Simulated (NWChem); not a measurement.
System meant: AlHOBrF; SMILES [OH][Al]([F])[Br]

The following NWChem deck was run.

```
start job
memory heap 200 mb stack 900 mb global 1100 mb
geometry units angstroms noautoz
  Al     0.109609    -0.888433     0.000000
  F     -1.204699    -1.889137     0.000000
  Br    -0.182644     1.335462     0.000000
  O      1.686866    -1.515761     0.000000
  H      1.834964    -2.470252     0.000000
end
basis spherical
  * library def2-svp
end
dft
  odft
  mult 2
  xc xpbe96 cpbe96
  iterations 150
  mulliken
end
task dft energy
```

End of the output:

```
 Summary of "ao basis" -> "ao basis" (spherical)
 ------------------------------------------------------------------------------
       Tag                 Description            Shells   Functions and Types
 ---------------- ------------------------------  ------  ---------------------
 Al                         def2-svp                 8       18   4s3p1d
 F                          def2-svp                 6       14   3s2p1d
 Br                         def2-svp                12       32   5s4p3d
 O                          def2-svp                 6       14   3s2p1d
 H                          def2-svp                 3        5   2s1p

 Summary of "ao basis" -> "ao basis" (spherical)
 ------------------------------------------------------------------------------
       Tag                 Description            Shells   Functions and Types
 ---------------- ------------------------------  ------  ---------------------
 Al                         def2-svp                 8       18   4s3p1d
 F                          def2-svp                 6       14   3s2p1d
 Br                         def2-svp                12       32   5s4p3d
 O                          def2-svp                 6       14   3s2p1d
 H                          def2-svp                 3        5   2s1p

      Symmetry analysis of basis
      --------------------------

        a'         59
        a"         24

  number of electrons :                   66
  multiplicity        :                    2
 ------------------------------------------------------------------------
  no. of electrons and multiplicity not compatible                  66
 ------------------------------------------------------------------------
 ------------------------------------------------------------------------
  current input line :
    20: task dft energy
 ------------------------------------------------------------------------
 ------------------------------------------------------------------------
 There is an error in the input file
 ------------------------------------------------------------------------
 For more information see the NWChem manual at https://nwchemgit.github.io

0: no. of electrons and multiplicity not compatible:Received an Error in Communication
```

Find the fault in this run and fix the input.

The input was rejected before any calculation. Cause: the multiplicity doesn't fit the number of electrons (an even count wants an odd multiplicity, and the reverse). This input runs:
```
start job
memory heap 200 mb stack 900 mb global 1100 mb
geometry units angstroms noautoz
  Al     0.109609    -0.888433     0.000000
  F     -1.204699    -1.889137     0.000000
  Br    -0.182644     1.335462     0.000000
  O      1.686866    -1.515761     0.000000
  H      1.834964    -2.470252     0.000000
end
basis spherical
  Al library def2-svp
  F library def2-svp
  Br library def2-svp
  O library def2-svp
  H library def2-svp
end
dft
  xc xpbe96 cpbe96
  iterations 150
  mulliken
end
task dft energy
```
It converges to -2991.22267 Ha (PBE/def2-SVP).
